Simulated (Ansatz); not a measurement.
Zn(OH) (HOZn), SMILES [OH][Zn] (connectivity only; charge and spin as stated), neutral, multiplicity 2.

Geometry optimised at PBE0-D3(BJ)/def2-TZVP. The spin state was assumed, not searched. The isomer is the one that the SMILES or the coordinates give; other isomers of the formula were not compared.

Two levels are set side by side: PBE/def2-TZVPD (Ansatz, a quantum-chemistry and plane-wave program) and ωB97X-V/def2-TZVPD (Ansatz). Energy differences of separate SCF runs at the same geometry; the states with an electron removed or added have multiplicity 1 and 1. Differences are taken from unrounded values.

```json
[
 {"quantity": "vertical ionisation energy (eV)", "PBE": "8.67"},
 {"quantity": "vertical electron affinity (eV)", "PBE": "1.35"}
]
```

Question: These are the PBE values. What does ωB97X-V give? (Estimate from the structure and the level; the computed values follow.)

Answer: 
```
quantity                         ωB97X-V  PBE minus ωB97X-V
-------------------------------  -------  -----------------
vertical ionisation energy (eV)     8.60               0.08
vertical electron affinity (eV)     1.26               0.08
```
